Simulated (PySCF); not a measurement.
# Field gradients at the hydrogen positions

Compound: C7H13N3.
Cartesian coordinates in Å at the GFN2-xTB level; atoms count from 1:
```
atom  x, y, z in Å
C1     3.8325   -0.3779    0.3538
C2     2.4994   -0.1748   -0.2654
C3     2.0098   -0.6138   -1.5039
N4     0.7607   -0.1903   -1.6296
N5     0.5206    0.4701   -0.5238
C6    -0.7500    1.0597   -0.2277
C7    -1.6394    0.1016    0.5815
C8    -2.0539   -1.0890   -0.2773
C9    -2.8633    0.8489    1.1020
N10    1.5217    0.5064    0.3235
H11    3.8971    0.2029    1.2695
H12    4.6197   -0.0651   -0.3302
H13    3.9841   -1.4310    0.5889
H14    2.4899   -1.1869   -2.2697
H15   -0.5642    1.9700    0.3470
H16   -1.2296    1.3072   -1.1768
H17   -1.0525   -0.2561    1.4347
H18   -1.1827   -1.5726   -0.7121
H19   -2.6996   -0.7609   -1.0891
H20   -2.5939   -1.8198    0.3198
H21   -3.4996    0.1763    1.6713
H22   -2.5679    1.6712    1.7493
H23   -3.4436    1.2509    0.2743
```

Level: PBE0/pcSseg-1 (PySCF, non-relativistic); Q(2H) = 0.00286 b; rigid geometry, the same for H and D, with no vibrational averaging.

Problem. Rank these positions by the coupling χzz of a deuteron there, largest first.
A. H14 (aromatic hydrogen)
B. H18 (methyl hydrogen)
C. H17 (methine hydrogen)
D. H20 (methyl hydrogen)

Solution. A (234 kHz), D (213 kHz), B (208 kHz), C (196 kHz).

Problem. Tabulate Vzz, the asymmetry η and χzz = 234.96 MHz × Q × Vzz for every hydrogen position.

Solution. 
```json
{"atom": "H11", "bonded to": "C1", "bond length (Å)": "1.086", "Vzz (au)": "0.3142", "η": "0.02", "χzz (kHz)": "211"}
{"atom": "H12", "bonded to": "C1", "bond length (Å)": "1.089", "Vzz (au)": "0.3115", "η": "0.03", "χzz (kHz)": "209"}
{"atom": "H13", "bonded to": "C1", "bond length (Å)": "1.090", "Vzz (au)": "0.3104", "η": "0.02", "χzz (kHz)": "209"}
{"atom": "H14", "bonded to": "C3", "bond length (Å)": "1.070", "Vzz (au)": "0.3476", "η": "0.07", "χzz (kHz)": "234"}
{"atom": "H15", "bonded to": "C6", "bond length (Å)": "1.092", "Vzz (au)": "0.2942", "η": "0.07", "χzz (kHz)": "198"}
{"atom": "H16", "bonded to": "C6", "bond length (Å)": "1.092", "Vzz (au)": "0.2946", "η": "0.06", "χzz (kHz)": "198"}
{"atom": "H17", "bonded to": "C7", "bond length (Å)": "1.096", "Vzz (au)": "0.2917", "η": "0.01", "χzz (kHz)": "196"}
{"atom": "H18", "bonded to": "C8", "bond length (Å)": "1.087", "Vzz (au)": "0.3101", "η": "0.03", "χzz (kHz)": "208"}
{"atom": "H19", "bonded to": "C8", "bond length (Å)": "1.088", "Vzz (au)": "0.3144", "η": "0.03", "χzz (kHz)": "211"}
{"atom": "H20", "bonded to": "C8", "bond length (Å)": "1.087", "Vzz (au)": "0.3172", "η": "0.02", "χzz (kHz)": "213"}
{"atom": "H21", "bonded to": "C9", "bond length (Å)": "1.087", "Vzz (au)": "0.3165", "η": "0.02", "χzz (kHz)": "213"}
{"atom": "H22", "bonded to": "C9", "bond length (Å)": "1.087", "Vzz (au)": "0.3156", "η": "0.02", "χzz (kHz)": "212"}
{"atom": "H23", "bonded to": "C9", "bond length (Å)": "1.088", "Vzz (au)": "0.3142", "η": "0.02", "χzz (kHz)": "211"}
```

Problem. How does χzz go with the bond length over the 13 C–H bonds?

Solution. A straight-line fit has a slope of -15.4 kHz for each 0.01 Å, with a correlation coefficient of -0.96, over lengths from 1.070 to 1.096 Å. The longer bonds have the smaller couplings here.

Problem. A static deuteron (I = 1) shows a doublet split by (3/2)χ, (3/4)χ(1 + η) and (3/4)χ(1 − η) with the field along z, y and x of the gradient. What are these for H17?

Solution. With |χ| = 196.0 kHz and η = 0.013: 294, 149 and 145 kHz, to first order and without motion.

The structure is a single GFN2-xTB conformer in the gas phase; no vibrational or solvent corrections. GFN2-xTB bond lengths can be off by several hundredths of an ångström, more for odd bonds, and the gradients follow them. With so small a basis the couplings can be 20 % off.
